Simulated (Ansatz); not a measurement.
PBE exchange is replaced step by step with exact exchange (0 % is PBE, 25 % PBE0; no dispersion term), basis def2-SVPD, Ansatz. System: TiB7⁻. The state is a singlet with charge -1. Geometry: PBE-D4/def2-SVPD, each spin state at its own.

Geometry of the singlet:

```xyz
8

Ti   -1.386   -0.563   -1.385
B     1.129    0.118    1.198
B     1.617   -0.013   -0.291
B     0.601   -0.109   -1.511
B    -0.021   -0.906    0.161
B    -1.535    0.292    0.463
B    -0.024    0.819   -0.192
B    -0.382    0.362    1.557
```

The structure comes from a short search, and lower isomers may exist.

```json
{"exact exchange (%)": "10", "HOMO (eV)": "-0.57", "LUMO (eV)": "1.05", "gap (eV)": "1.62", "triplet − singlet (kJ/mol)": "44.8", "quintet − singlet (kJ/mol)": "159.8"}
{"exact exchange (%)": "15", "HOMO (eV)": "-0.72", "LUMO (eV)": "1.15", "gap (eV)": "1.86", "triplet − singlet (kJ/mol)": "38.9", "quintet − singlet (kJ/mol)": "149.4"}
{"exact exchange (%)": "40", "HOMO (eV)": "-1.45", "LUMO (eV)": "1.61", "gap (eV)": "3.06", "triplet − singlet (kJ/mol)": "5.3", "quintet − singlet (kJ/mol)": "89.0"}
```
